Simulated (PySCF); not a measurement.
A PySCF script (with the pyscf-properties extension) for the NMR shieldings of `[AlH3-][O+]1C[C@@H]2C=CC[C@H]1C2`, C7H13AlO, on a GFN2-xTB geometry:

```python
import basis_set_exchange as bse
import numpy as np
from pyscf import gto, dft
from pyscf.prop import nmr

atoms = """
Al    2.794593    0.453398   -0.217178
O     1.023244   -0.089226   -0.293739
C     0.315047   -1.156802   -0.929556
C    -0.989111   -1.300151   -0.131260
C    -2.016474   -0.346057   -0.680279
C    -1.867775    0.955496   -0.494127
C    -0.708155    1.526688    0.263568
C     0.232542    0.433943    0.774022
C    -0.548597   -0.783552    1.241502
H     2.563129    2.016438   -0.254813
H     3.207104   -0.153201    1.187818
H     3.253565   -0.301314   -1.518903
H     0.932949   -2.056737   -0.882934
H     0.136393   -0.899764   -1.976478
H    -1.353366   -2.326484   -0.122048
H    -2.847062   -0.753836   -1.233667
H    -2.584948    1.665856   -0.876924
H    -0.135450    2.199488   -0.382030
H    -1.076588    2.120676    1.105094
H     0.936827    0.838659    1.507848
H     0.107958   -1.493334    1.745004
H    -1.386234   -0.530800    1.887045
"""
names = dict.fromkeys(["Al", "O", "C", "H"], "pcSseg-1")
basis = {el: gto.basis.parse(bse.get_basis(n, elements=[el], fmt="nwchem")) for el, n in names.items()}
mol = gto.M(atom=atoms, basis=basis, charge=0, verbose=0)
mf = dft.RKS(mol, xc="PBE0")
mf.grids.level = 2
mf.grids.alignment = dft.numint.BLKSIZE   # the property module wants whole blocks of grid points
mf.conv_tol = 1e-9
mf.kernel()

calc = nmr.RKS(mf)   # GIAO
C = mf.mo_coeff
Co = C[:, mf.mo_occ > 0]
resp = mf.gen_response(singlet=True, hermi=2)
def vind(x):   # induced exchange potential for any number of trial vectors
    d = np.einsum("pi,xij,qj->xpq", C, 2 * x.reshape(-1, C.shape[1], Co.shape[1]), Co, optimize=True)
    return np.einsum("xpq,pi,qj->xij", resp(d - d.transpose(0, 2, 1)), C, Co, optimize=True).ravel()
mo1, _ = nmr.rhf.solve_mo1(calc, with_cphf=vind)
sigma = calc.kernel(mo1)
for i, s in enumerate(sigma):   # ppm
    w = np.linalg.eigvalsh((s + s.T) / 2)
    print("%2d %-2s iso %8.1f  s11 %8.1f  s22 %8.1f  s33 %8.1f" % (i, mol.atom_pure_symbol(i), w.mean(), *w))
```

Question: What does it print?

Answer: 
```
 0 Al iso    420.2  s11    405.4  s22    414.0  s33    441.2
 1 O  iso    280.9  s11    196.1  s22    287.9  s33    358.7
 2 C  iso    103.2  s11     63.2  s22    101.5  s33    144.9
 3 C  iso    148.7  s11    131.9  s22    150.8  s33    163.3
 4 C  iso     44.4  s11    -68.2  s22     47.0  s33    154.3
 5 C  iso     51.5  s11    -65.8  s22     58.2  s33    162.2
 6 C  iso    148.5  s11    131.7  s22    155.5  s33    158.5
 7 C  iso    104.6  s11     69.0  s22     87.9  s33    156.8
 8 C  iso    151.8  s11    136.5  s22    148.9  s33    170.0
 9 H  iso     27.4  s11     23.4  s22     26.9  s33     31.8
10 H  iso     27.5  s11     23.8  s22     26.6  s33     32.0
11 H  iso     27.6  s11     23.7  s22     26.6  s33     32.6
12 H  iso     27.4  s11     21.8  s22     26.8  s33     33.6
13 H  iso     27.3  s11     23.2  s22     26.1  s33     32.6
14 H  iso     29.1  s11     24.6  s22     26.3  s33     36.2
15 H  iso     25.1  s11     23.5  s22     25.4  s33     26.4
16 H  iso     25.7  s11     23.6  s22     26.4  s33     27.3
17 H  iso     28.7  s11     24.1  s22     28.0  s33     33.9
18 H  iso     29.4  s11     25.1  s22     27.0  s33     36.0
19 H  iso     26.8  s11     23.1  s22     26.4  s33     30.8
20 H  iso     29.5  s11     25.5  s22     26.9  s33     36.2
21 H  iso     29.9  s11     26.0  s22     26.8  s33     36.9
```

These numbers come from an equivalent density-fitted implementation of the same equations, which agrees with the script to about 0.01 ppm for H and up to a few tenths of a ppm for heavy atoms, so last digits may differ.

Size and cost of the density-fitted run: 225 basis functions, 46 s wall time on 1 thread of an Arm Neoverse V1, shared host; peak memory 1.1 GiB.
